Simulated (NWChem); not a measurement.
System: C₅H₉N; SMILES C(CCCC)#N

NWChem input:

```
start job
memory heap 200 mb stack 900 mb global 1100 mb
geometry units angstroms noautoz
  C      0.505386    -2.826159     0.000000
  C     -0.450880    -1.643985     0.000000
  C      0.262211    -0.298507     0.000000
  C     -0.714720     0.880075     0.000000
  C     -0.052733     2.179341     0.000000
  N      0.488666     3.202328     0.000000
  H      1.157506    -2.814172     0.887894
  H     -0.038049    -3.782807     0.000000
  H      1.157506    -2.814172    -0.887894
  H     -1.115141    -1.702999     0.880476
  H     -1.115141    -1.702999    -0.880476
  H      0.920930    -0.221885    -0.881350
  H      0.920930    -0.221885     0.881350
  H     -1.374805     0.832998     0.882615
  H     -1.374805     0.832998    -0.882615
end
basis spherical
  * library 3-21g
end
dft
  xc b3lyp
  iterations 150
  mulliken
end
task dft energy
```

Geometry: optimised at PBE0/def2-SVP.

Task: Predict the main results of this run. (B3LYP/3-21G.) Quantities: basis functions; energy (Ha); highest occupied level (eV); orbital gap (eV); dipole (D).

Result: 
- number of basis functions: 72
- energy (Ha): -249.33
- highest occupied level (eV): -8.74
- orbital gap (eV): 10.00
- dipole (D): 3.88
